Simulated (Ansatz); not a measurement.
Isolated molecules relaxed with PBE0-D4/def2-TZVP in Ansatz; ΔE leaves out vibrations. CCSD(T)/CBS is the MP2 limit (def2-TZVPP, def2-QZVPP) plus CCSD(T) − MP2 in def2-TZVPP, frozen cores. Double bonds are as drawn, so ΔE can hold a change between cis and trans. DFT in def2-TZVPP. def2 core potentials past Kr. For Br, In outer-core shells are correlated without core-valence functions, which leaves a few kJ/mol of doubt a bond. Scalar relativity is left out up to krypton. Each species was taken in one conformer, which may not be the lowest.

Consider the redistribution: `[OH][In]([OH])[Br]` + `B/C=C/CC` → `[CH3][In]([OH])[Br]` + `B/C=C/CO`.

| level | ΔE (kJ/mol) |
| --- | --- |
| PBE-D4 | 65.9 |
| PBE0-D4 | 65.1 |
| r2SCAN | 69.5 |
| HF/def2-TZVPP | 69.4 |
| MP2/def2-TZVPP | 74.4 |
| CCSD/def2-TZVPP | 68.9 |
| MP2/def2-QZVPP | 77.4 |
| SCS-MP2/def2-QZVPP | 77.2 |

Task: What does CCSD(T)/CBS give? (Best estimate.)

Result: Ansatz gave: +74.4 kJ/mol. The listed levels differ from it by -8.5, -9.3, -4.9, -5.0, 0.0, -5.5, 3.0, 2.8 kJ/mol.

Largest T1 diagnostic among the species: 0.014.
